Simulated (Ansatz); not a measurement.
This geometry of Cl3FH2HfS (8 atoms, charge 0, multiplicity 1) is a first-order saddle point.

Level of theory: Ansatz 0.2.0, RKS B3LYP-D4/def2-SVP.

```xyz
8
Properties=species:S:1:pos:R:3
Hf -0.501 0.121 -0.241
F -0.538 0.841 1.838
Cl 1.583 -0.864 0.202
Cl -0.436 2.294 -1.108
Cl -1.152 -1.162 -2.099
S -2.683 -0.574 1.083
H -2.238 -1.830 1.337
H -1.504 0.301 1.953
```

(1) Which two structures does it join? (They come from a converged band through this point; their orientation in space is the band's.)

(2) How far does it lie above each of them?

## Answers

(1) Bonds broken: S6–H8. Bonds formed: F2–H8.

First end point:

```xyz
8
Properties=species:S:1:pos:R:3
Hf -0.007 -0.042 -0.107
F 0.199 -0.431 1.754
Cl 2.249 0.009 -0.774
Cl -0.690 2.169 -0.619
Cl -0.839 -1.818 -1.438
S -2.837 -0.121 0.778
H -2.810 -1.280 1.479
H -2.734 0.642 1.893
```

Last end point:

```xyz
8
Properties=species:S:1:pos:R:3
Hf -0.589 0.023 -0.294
F -0.538 1.048 1.860
Cl 1.427 -0.961 0.411
Cl -0.553 2.232 -1.090
Cl -1.004 -1.210 -2.241
S -2.655 -0.642 1.007
H -2.226 -1.918 1.184
H -1.331 0.556 2.128
```

(2) 1.10 eV above the first and 0.06 eV above the second. This is the barrier of this one path; another mechanism may lie lower. The orbitals stay closed-shell, which can raise the energy where a bond breaks towards radicals; this wasn't checked here.

The run took 4.6 min on 4 threads of Intel(R) Xeon(R) Platinum 8488C (Sapphire Rapids), with other jobs on the host, peak memory 0.41 GiB.
